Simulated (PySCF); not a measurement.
SMILES O=C(O)c1cccc([SiH3])c1 (C₇H₈O₂Si) (GFN2-xTB optimised geometry):

```
18

O      2.566    -2.325    -0.020
C      1.361    -2.260     0.000
O      0.594    -3.364     0.026
C      0.585    -1.002     0.000
C     -0.809    -1.002     0.000
C     -1.485     0.202     0.000
C     -0.783     1.397     0.001
C      0.609     1.422     0.001
Si     1.583     3.041    -0.005
C      1.278     0.205     0.000
H      1.161    -4.151     0.023
H     -1.344    -1.939     0.000
H     -2.566     0.212     0.000
H     -1.328     2.331     0.002
H      2.324     3.145    -1.264
H      2.510     3.042     1.127
H      0.635     4.151     0.114
H      2.358     0.171     0.000
```

Computed with PySCF with B3LYP/def2-SVP.

### Question
What are the frontier orbital energies and the dipole moment?

### Answer
HOMO-2 -7.69 eV, HOMO-1 -7.43 eV, HOMO -7.37 eV, LUMO -1.54 eV, LUMO+1 -0.84 eV; dipole moment 2.02 D.

Meta-Löwdin charges at B3LYP/def2-SVP: O1 -0.45, C2 0.49, O3 -0.44, C4 -0.04, C5 -0.08, C6 -0.10, C7 -0.08, C8 -0.21, Si9 0.52, C10 -0.07, H11 0.33, H12 0.12, H13 0.11, H14 0.10, H15 -0.10, H16 -0.10, H17 -0.11, H18 0.11.
